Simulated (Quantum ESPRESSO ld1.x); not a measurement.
Q: Species: Mo17+. Configuration: [Ar] 3d7. Calculated with ld1.x of Quantum ESPRESSO 7.5: scalar-relativistic Kohn-Sham, LDA (Slater exchange, Perdew-Zunger correlation), spin-polarised, spherical densities, point nucleus; open shells are filled with parallel spins first. Some entries of the table are withheld. Estimate them.

orbital  occ.  eigenvalue (eV)  <1/r> (bohr^-1)
1s up       1         -20305.7            43.50
1s down     1         -20305.6            43.50
2s up       1         -3302.05            9.810
2s down     1         -3296.31            9.820
2p up       3         -3008.74              (1)
2p down     3         -3004.30              (2)
3s up       1         -931.762              (3)
3s down     1         -924.901              (4)
3p up       3              (5)            3.373
3p down     3              (6)            3.361
3d up       5         -683.759            3.182
3d down     2         -675.845            3.171

A: 
(1) 2p up <1/r> (bohr^-1): 9.542
(2) 2p down <1/r> (bohr^-1): 9.551
(3) 3s up <1/r> (bohr^-1): 3.516
(4) 3s down <1/r> (bohr^-1): 3.504
(5) 3p up eigenvalue (eV): -835.377
(6) 3p down eigenvalue (eV): -828.446
